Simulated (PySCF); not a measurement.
```xyz
4
charge -1 multiplicity 1, angstrom
Sn    0.0000    0.0000   -0.3470
F     1.7379    0.0000    0.7114
F    -0.8689    1.5051    0.7114
F    -0.8689   -1.5050    0.7114
```

Level of theory: PBE0/[Sn def2-SVPD with ECP28, F def2-SVPD], scalar-relativistic core potentials, density fitting, no spin–orbit coupling, PySCF.

This geometry of SnF₃⁻ is a stationary point at this level.

(1) What is the point group?

(2) Is it a minimum?

(3) What are the dipole moment and the gap between the highest occupied and lowest empty levels?

(4) Give the atomic charges and bond orders.

(5) Give the ideal-gas entropy at 298.15 K and 1 bar by parts.

Answers

(1) C3v.

(2) Yes: all harmonic wavenumbers are real.

(3) 4.02 D about the centre of mass and 6.77 eV.

(4) 
| atom | Mulliken | Löwdin | polar tensor | Mayer order to Sn1 |
| --- | --- | --- | --- | --- |
| Sn1 | 1.13 | 1.19 | 1.40 | – |
| F2,3,4 | -0.71 | -0.73 | -0.80 | 0.36 |

(5) translation 173.4, rotation 101.2, vibration 40.5, spin 0.0; total 315.1 J/(mol K).

Only a few start shapes were tried, so a lower isomer may exist. The lowest empty level of this anion is unbound, so it and the gap depend on the basis.
